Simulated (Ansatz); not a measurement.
`C[NH][Zr]([Cl])([Cl])[Cl]` + H₂O → `[OH][Zr]([Cl])([Cl])[Cl]` + CH₃NH₂ at 500 K and 1 bar (formal hydrolysis of a Zr–N bond).

Program: Ansatz. Geometries: PBE0-D4/def2-TZVP. ΔE: electronic, gas phase. CCSD(T)/CBS is the MP2 limit (def2-TZVPP, def2-QZVPP) plus CCSD(T) − MP2 in def2-TZVPP, frozen cores. This one scheme is used for every species. def2 core potentials past Kr. For Zr outer-core shells are correlated without core-valence functions, which leaves a few kJ/mol of doubt a bond. Each species was taken in one conformer, which may not be the lowest.

| species | CCSD(T)/CBS energy (Eh) | H − E (kJ/mol) | S (J/(mol·K)) |
| --- | --- | --- | --- |
| `C[NH][Zr]([Cl])([Cl])[Cl]` | -1521.75679 | 207.6 | 508.9 |
| H₂O | -76.37941 | 73.2 | 206.3 |
| `[OH][Zr]([Cl])([Cl])[Cl]` | -1502.40323 | 89.7 | 442.9 |
| CH₃NH₂ | -95.75281 | 191.8 | 270.3 |

H − E and S are ideal-gas, rigid-rotor, harmonic terms from PBE0-D4/def2-TZVP, for one conformer and one mirror image of each species. 1 Eh = 2625.50 kJ/mol, R = 8.31446 J/(mol·K).

**Question.** By hand: ΔE, ΔH, ΔS and ΔG.

**Answer.** ΔE = (-1502.40323) + (-95.75281) − (-1521.75679) − (-76.37941) = -0.01984 Eh = -52.1 kJ/mol. Δ(H − E) = 89.7 + 191.8 − 207.6 − 73.2 = 0.7, so ΔH = -51.4 kJ/mol. ΔS = 442.9 + 270.3 − 508.9 − 206.3 = -2.0 J/(mol·K). ΔG = -51.4 − 500 × (-2.0)/1000 = -50.4 kJ/mol.

**Question.** By hand: the equilibrium constant, and the temperature at which ΔG would vanish if ΔH and ΔS stayed fixed.

**Answer.** log₁₀ K = −ΔG/(RT ln 10) = 5.3. ΔG = 0 at ΔH/ΔS = 25700 K, far beyond where these terms or the molecules hold.

The number of gas molecules stays the same, so ΔS is small and ΔH decides. A doubt of 5 kJ/mol in ΔE shifts log₁₀ K by 0.5 here. Other conformers and mirror images would add mixing entropy, several J/(mol·K) or more a flexible species. Modes under 60 cm⁻¹, often nearly free rotors, make the harmonic entropy too high. These are equilibria of isolated gas molecules and say nothing of rates. Largest T1 diagnostic: 0.016 (customary marks: 0.02 for closed shells, 0.045 for open ones).
